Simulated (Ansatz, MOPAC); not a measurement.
The molecule BeCd, closed-shell singlet (lowest of 2S+1 = 1, 3 at CCSD(T)/def2-TZVPP on PBE0 minima; our sources give no spin for the ground state, which may be another). No spin–orbit coupling.

The constants come from a fifth-degree fit in 1/R (seven points, main isotopes). Runs in def2 and cc sets follow the lowest solution found near the PBE0 minimum. The singlet is held restricted.

The state that PM6, PM7 reach isn't checked; PM7 holds dispersion and hydrogen-bond terms.

The values were computed with Ansatz (a first-principles code) with Gaussian orbitals; MOPAC for PM6, PM7 (differences of heats of formation).  In def2 rows elements past Kr take small-core potentials, without spin–orbit coupling.

| level | r_e (Å) | ω_e (cm⁻¹) | ω_e x_e (cm⁻¹) | dipole (D) |
|---|---|---|---|---|
| PM6 | 2.935 | (withheld) | 3.1 | - |
| PM7 | 2.974 | 251 | 3.6 | - |
| PBE/def2-TZVPP | 2.903 | 157 | 4.3 | 0.51 |
| PBE0/def2-TZVPP | (withheld) | (withheld) | 4.4 | 0.42 |

Task: Complete the blanks.

Result: 
- PBE0/def2-TZVPP, r_e (Å): 3.020
- PBE0/def2-TZVPP, ω_e (cm⁻¹): 129
- PM6, ω_e (cm⁻¹): 286
